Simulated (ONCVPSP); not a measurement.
# PBE ONCV dataset for Lu, scalar-relativistic all-electron reference.

```
Element                 : Lu (Z = 71)
Generator               : ONCVPSP 4.0.1
Type                    : optimised norm-conserving Vanderbilt (ONCV)
Functional              : PBE
Relativity              : scalar-relativistic
Frozen core             : [Kr] 4d10
Valence charge          : 25
Reference configuration : 4f14 5s2 5p6 5d1 6s2
Partial waves           : 5s+6s: rc 1.90 bohr, ncon 3, nbas 7, qcut 5.3 1/bohr, 2 projectors; 5p: rc 2.30 bohr, ncon 4, nbas 7, qcut 6.6 1/bohr, 1 projector; 5d: rc 2.40 bohr, ncon 4, nbas 8, qcut 3.6 1/bohr, 1 projector; 4f: rc 0.65 bohr, ncon 4, nbas 8, qcut 26.6 1/bohr, 2 projectors, debl 1.3 Ha
Local potential         : polynomial inside 0.65 bohr (lpopt 5, dvloc0 2 Ha)
Core correction         : Teter function, fcfact 4, rcfact 1.55
```

* Cutoffs needed: 292 Ha and 321 Ha (the cutoffs (Ha) at which the residual kinetic energy of the hardest occupied pseudo-wave falls to 1 and 0.1 mHa per electron)
* Ghost test: ghosts flagged at negative energy: s at -536.9 eV, p at -258.4 eV, f at -8.0 eV; GHOST(+) flagged for d at 8.7 eV; a true bound ghost makes a file unfit for plane-wave use
* Configuration tests: 1 of 4 tests not solved or not reliable
* rms error of d²Exc/dni dnj: 4.67 mHa without and 2.60 mHa with the model core
